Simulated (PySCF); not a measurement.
BFH5NO2Si, SMILES N(B(O)O)[SiH2]F.

Coordinates come from a B3LYP-D3(BJ)/def2-SVP optimisation. The structure was generated by enumeration, and PubChem lists no compound with its InChIKey, so it may never have been made. The values are those of a single conformer.

The numbers are results of PBE0/def2-TZVP in PySCF, not measurements.

Computed frontier levels, gap, dipole moment and polarisability:
```
Item                                                                                                           Result
---------------------------------------------------------------------------------------------  ----------------------
highest occupied level                                                                                       -7.79 eV
lowest empty level                                                                                            0.03 eV
orbital gap                                                                                                   7.82 eV
dipole moment                                                                                                  3.78 D
quadrupole, principal values (traceless, Buckingham form, about the centre of nuclear charge)  -5.10, -4.70, 9.80 D·Å
mean static polarisability                                                                       51.0 bohr³ (7.56 Å³)
polarisability, principal values                                                               42.5, 49.3, 61.3 bohr³
```
